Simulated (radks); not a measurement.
Exchange energies: the exact (Fock) value of the Kohn-Sham orbitals and density-functional approximations, as 100 (|E| - |E exact|)/|E exact|, negative where the magnitude is too small. Species: La3+ [Xe]; Sb44+ [He] 2s2 2p3; N5+ [He]; Bi3+ [Hg]. All-electron calculation, non-relativistic Kohn-Sham, exchange-only LDA, spin-polarised, spherical densities, point nucleus. Program: a radial shooting solver on a logarithmic mesh with Libxc functionals. Every spin shell is full or empty, so the densities are truly spherical. Functionals are evaluated on that one density, not self-consistently.

functional	La3+	Sb44+	N5+	Bi3+
exact (hartree)	-193.582	-63.1143	-4.11684	-365.185
LDA	-4.62	-9.49	-14.11	-3.75
B88	+0.03	-0.30	-0.63	+0.06
PBE	-0.42	-1.02	-1.83	-0.35
RPBE	-0.25	-0.14	-0.14	-0.23
PW91	0.00	-0.63	-1.53	+0.04
PW86	-0.25	+0.07	-0.05	-0.41
OPTX	+1.36	+0.01	-0.43	+1.93
WC	-0.81	-2.27	-3.82	-0.62
AM05	-4.32	-7.91	-10.90	-3.56
SOGGA	-2.18	-4.31	-6.36	-1.78
B86b	-0.02	-0.33	-0.88	-0.01
EV93	-0.39	+1.80	+4.03	-0.52
MS2	-0.62	-0.09	+0.18	-0.67
Tao-Mo	-0.83	-0.29	+0.18	-0.84
TASK	-2.18	-2.52	+0.13	-1.79
